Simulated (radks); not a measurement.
Q: All-electron atom: Se I in [Ar] 3d10 4s2 4p3 7d1 (not the ground configuration). All-electron calculation, Dirac Kohn-Sham, PBEsol, spin-unpolarised, spherical densities, point nucleus; open shells fill j = l - 1/2 first. Program: a radial shooting solver on a logarithmic mesh with Libxc functionals. Some entries of the table are withheld. Estimate them.

| orbital | occ. | eigenvalue (hartree) | <r^2> (bohr^2) |
|---|---|---|---|
| 1s1/2 | 2 | -459.3925 | 0.002619 |
| 2s1/2 | 2 | -59.33820 | 0.04527 |
| 2p1/2 | 2 | -53.28149 | (1) |
| 2p3/2 | 4 | -51.74863 | (2) |
| 3s1/2 | 2 | -8.17355 | 0.3800 |
| 3p1/2 | 2 | -6.10311 | 0.3986 |
| 3p3/2 | 4 | -5.88721 | 0.4131 |
| 3d3/2 | 4 | (3) | 0.4928 |
| 3d5/2 | 6 | (4) | 0.4996 |
| 4s1/2 | 2 | -0.94944 | (5) |
| 4p1/2 | 2 | -0.54037 | (6) |
| 4p3/2 | 1 | -0.52403 | (7) |
| 7d3/2 | 1 | (8) | (9) |

A: 
(1) 2p1/2 <r^2> (bohr^2): 0.03489
(2) 2p3/2 <r^2> (bohr^2): 0.03635
(3) 3d3/2 eigenvalue (hartree): -2.31606
(4) 3d5/2 eigenvalue (hartree): -2.28314
(5) 4s1/2 <r^2> (bohr^2): 3.482
(6) 4p1/2 <r^2> (bohr^2): 5.085
(7) 4p3/2 <r^2> (bohr^2): 5.267
(8) 7d3/2 eigenvalue (hartree): -0.01248
(9) 7d3/2 <r^2> (bohr^2): 1746
